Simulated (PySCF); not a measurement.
## From computed data to an observable: chemical shift, span and skew from a shielding tensor

silacyclobutane (C3H8Si), SMILES C1C[SiH2]C1. Atoms are numbered in the order given.

```xyz
12

C      1.3352    -0.1831     0.0000
C      0.3986     0.1530    -1.2047
Si    -1.0615    -0.0565     0.0000
C      0.3986     0.1530     1.2047
H      2.2972     0.3568     0.0000
H      1.5711    -1.2600     0.0000
H      0.5078     1.2057    -1.5137
H      0.5057    -0.4810    -2.0965
H     -1.6500    -1.4296     0.0000
H     -2.1781     0.9372     0.0000
H      0.5078     1.2057     1.5137
H      0.5057    -0.4810     2.0965
```

Geometry: B3LYP-D3(BJ)/def2-SVP.

GIAO shieldings from PBE0/pcSseg-1 in PySCF, non-relativistic, no solvent. The symmetric part of the tensor of C2 has the principal values 149.6, 174.6, 193.4 ppm. The same nucleus in TMS has σ = 186.3 ppm at this level (PySCF, at its B3LYP-D3(BJ)/def2-TZVP geometry).

**Question.** Work out the isotropic shielding, the ¹³C shift against TMS, the span and the skew.

**Answer.** 
σ(iso) = (σ11 + σ22 + σ33)/3 = 172.5 ppm. δ = σ(ref) − σ(iso) = 186.3 − (172.5) = 13.8 ppm.
Span Ω = σ33 − σ11 = 43.8 ppm. Skew κ = 3(σ(iso) − σ22)/Ω = -0.14. Tumbling in solution averages the tensor to δ; in a static solid the shielding alone would spread this spin-1/2 line over Ω.
